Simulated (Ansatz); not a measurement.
Cl$_{4}$Te (SMILES Cl[Te](Cl)(Cl)Cl), singlet, geometry from GFN2-xTB (all electrons, no relativity); PBE/STO-3G (Ansatz, a program for electronic structure).

The Ansatz input:
Ansatz 0.2 input:
```yaml
crystal:
  periodic: [false, false, false]
  atoms:
    - {symbol: Te, position_ang: [-0.00534842, 0.01223355, 0.48327654]}
    - {symbol: Cl, position_ang: [1.16596908, -1.49075955, -0.82644836]}
    - {symbol: Cl, position_ang: [1.90421897, 1.50336856, 0.12041395]}
    - {symbol: Cl, position_ang: [-1.14657041, 1.44638856, -0.92639152]}
    - {symbol: Cl, position_ang: [-1.90725777, -1.49641785, 0.15416827]}
basis:
  gaussian:
    orbitals: STO-3G
hamiltonian:
  xc: pbe
accuracy: high
```

It wrote (shortened):

```
Functional definition: PBE
1112 factors; integrals over basis functions are off by at most 8.0e-9 eV
mean field evaluation 1: about -227715.4607 eV, gradient 2.9e1 eV
mean field evaluation 2: about -227702.5509 eV, gradient 5.5e1 eV
mean field evaluation 4: about -227720.7803 eV, gradient 3.7e0 eV
mean field evaluation 8: about -227720.8917 eV, gradient 2.9e-2 eV
mean field evaluation 16: about -227720.8917 eV, gradient 1.0e-6 eV
mean field -227720.89168299 eV, -8368.5884145856 hartree, gradient 2.3e-8 eV, S^2 0.000000; 0 other end points of the search recorded, 0 dependent functions left out
reference -227720.89168502 eV, -8368.5884146604 hartree; 60, 60 occupied and 3, 3 virtual orbitals, 1112 factors
Total energy: -227720.89168502 eV, -8368.5884146604 hartree
```
